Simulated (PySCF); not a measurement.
Species: C8H16Si.
Numbering: `[SiH3:1]/[C:2]1=[CH:3]\[CH2:4][CH2:5][CH2:6][CH2:7][CH2:8][CH2:9]1` (hydrogens: H10, H11, H12 on Si1; H13 on C3; H14, H15 on C4; H16, H17 on C5; H18, H19 on C6; H20, H21 on C7; H22, H23 on C8; H24, H25 on C9)

Level of theory: PySCF, PBE0-D3(BJ)/def2-SVP geometry optimisation, gas phase.

Q: What internal coordinates does the optimisation give?

A: 
| bond | length (pm) |
| --- | --- |
| Si1–C2 | 187.9 |
| C2=C3 | 134.6 |
| C3–C4 | 148.4 |
| C4–C5 | 154.8 |
| C5–C6 | 153.8 |
| C6–C7 | 155.4 |
| C7–C8 | 153.9 |
| C8–C9 | 154.4 |
| C2–C9 | 150.2 |
| Si1–H10, Si1–H11, Si1–H12 | 149.7 |
| C3–H13 | 110.2 |
| C4–H14, C4–H15 | 110.2 |
| C5–H16, C5–H17 | 110.4 |
| C6–H18, C6–H19 | 110.3 |
| C7–H20, C7–H21 | 110.3 |
| C8–H22, C8–H23 | 110.4 |
| C9–H24, C9–H25 | 110.4 |

Bonds in one row agree within 1 pm and their mean is given. A selection of angles:
| angle | degrees |
| --- | --- |
| Si1–C2–C3 | 123.7 |
| Si1–C2–C9 | 118.3 |
| C3–C2–C9 | 116.6 |
| C2–C3–C4 | 124.7 |
| C3–C4–C5 | 104.5 |
| C4–C5–C6 | 116.0 |
| C5–C6–C7 | 118.7 |
| C6–C7–C8 | 119.2 |
| C7–C8–C9 | 116.4 |
| C2–C9–C8 | 106.6 |

Torsions: Si1–C2–C3–C4 -28° (synperiplanar); C2–C3–C4–C5 -90°; C3–C4–C5–C6 47° (synclinal); C4–C5–C6–C7 -79° (synclinal); C5–C6–C7–C8 111° (anticlinal); C6–C7–C8–C9 -79° (synclinal); C7–C8–C9–C2 52° (synclinal); Si1–C2–C9–C8 84° (synclinal). The mirror-image conformer, all signs reversed, is as good.

The 8 C–C bonds span 1.346 Å (C2=C3, drawn double) to 1.554 Å (C6–C7, drawn single), a spread of 0.208 Å. Si1 (SiH3 silicon) is distorted tetrahedral (angles from 106.9° to 113.6°). The 8-membered ring C2–C3–C4–C5–C6–C7–C8–C9 has internal angles of 104.5° to 124.7° (sum 923°, against 1080° for a flat polygon); it is puckered, 0.30 Å rms from its mean plane. Of the pairs four or more bonds apart, Si1···H15 is among the closest relative to their van der Waals radii: 2.81 Å, 85 % of the sum of Bondi's values.

Point group: C1 (no symmetry element, even within 0.4 Å). Whether it is a minimum is left open (no frequencies). The numbers are those of one conformer.
